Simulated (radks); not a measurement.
The numbers below are computed, except where a source is named.
Neutral chlorine inside a hard spherical wall (all orbitals vanish at R), configuration held at [Ne] 3s2 3p5 and not refilled when levels cross. Level of theory: scalar-relativistic Kohn-Sham, PBEsol, spin-polarised, spherical densities, finite nucleus; open shells are filled with parallel spins first; Fermi nuclear charge, rms radius 3.3654 fm (a radial shooting solver on a logarithmic mesh with Libxc functionals). Eigenvalues in eV for spin up, with the zero of energy where the potential of the charges vanishes at infinity; a dash marks a level that is unbound or too diffuse for the functional's potential to be trusted. A positive occupied level is held by the wall or, in an anion where self-interaction has pushed it up, behind a barrier. The pressure on the wall is -dE/dV.

R (bohr)  E (hartree)  kinetic (hartree)    e(2s)    e(2p)    e(3s)   e(3p)  e(4s, empty)  e(4p, empty)  pressure (GPa)
free       -460.74821            462.738  -252.23  -191.49  -21.053  -8.955             -             -               0
12         -460.74820            462.738  -252.23  -191.49  -21.053  -8.955        -0.111         1.176        < 0.0001
7          -460.74704            462.749  -252.14  -191.40  -20.984  -8.888         1.885         4.745          0.0884
5          -460.71935            462.942  -251.07  -190.32  -20.219  -8.087         7.880        13.021            4.43
4          -460.59388            463.638  -248.14  -187.36  -18.247  -5.889        18.446        25.718            38.9
3.5        -460.37696            464.676  -244.57  -183.74  -15.819  -3.097        29.948        38.585             127
1.5        -438.81805            523.792  -156.75  -92.846   103.09  121.95        420.78        414.48           57600
